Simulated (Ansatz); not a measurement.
`C=CN(C)[SiH2]Cl` + H₂ → `C=CN(C)[SiH3]` + HCl at 400 K and 1 bar (hydrogenolysis of the Si–Cl bond).

Program: Ansatz. Geometries: PBE0-D4/def2-TZVP. ΔE: electronic, gas phase. CCSD(T)/CBS adds triple-zeta CCSD(T) − MP2 to the extrapolated MP2 energy (def2 sets, frozen cores). This one scheme is used for every species. One conformer a species, not always the lowest.

| species | CCSD(T)/CBS energy (Eh) | H − E (kJ/mol) | S (J/(mol·K)) |
| --- | --- | --- | --- |
| `C=CN(C)[SiH2]Cl` | -922.58153 | 319.5 | 413.7 |
| H₂ | -1.17544 | 38.0 | 139.0 |
| `C=CN(C)[SiH3]` | -463.34009 | 330.6 | 384.1 |
| HCl | -460.38127 | 29.6 | 195.4 |

H − E and S are ideal-gas, rigid-rotor, harmonic terms from PBE0-D4/def2-TZVP, for one conformer and one mirror image of each species. The MP2-based limit puts H₂ 0.8 mEh under its directly extrapolated value; such offsets cancel only in part. 1 Eh = 2625.50 kJ/mol, R = 8.31446 J/(mol·K).

Task: By hand: ΔE, ΔH, ΔS and ΔG.

Result: ΔE = (-463.34009) + (-460.38127) − (-922.58153) − (-1.17544) = 0.03561 Eh = 93.5 kJ/mol. Δ(H − E) = 330.6 + 29.6 − 319.5 − 38.0 = 2.7, so ΔH = 96.2 kJ/mol. ΔS = 384.1 + 195.4 − 413.7 − 139.0 = 26.8 J/(mol·K). ΔG = 96.2 − 400 × (26.8)/1000 = 85.5 kJ/mol.

Task: By hand: the equilibrium constant, and the temperature at which ΔG would vanish if ΔH and ΔS stayed fixed.

Result: log₁₀ K = −ΔG/(RT ln 10) = -11.2. ΔG = 0 at ΔH/ΔS = 3590 K, far beyond where these terms or the molecules hold.

ΔH outweighs TΔS. A doubt of 5 kJ/mol in ΔE shifts log₁₀ K by 0.7 here. Other conformers and mirror images would add mixing entropy, several J/(mol·K) or more a flexible species. Modes under 60 cm⁻¹, often nearly free rotors, make the harmonic entropy too high. These are equilibria of isolated gas molecules and say nothing of rates. Largest T1 diagnostic: 0.012 (customary marks: 0.02 for closed shells, 0.045 for open ones).
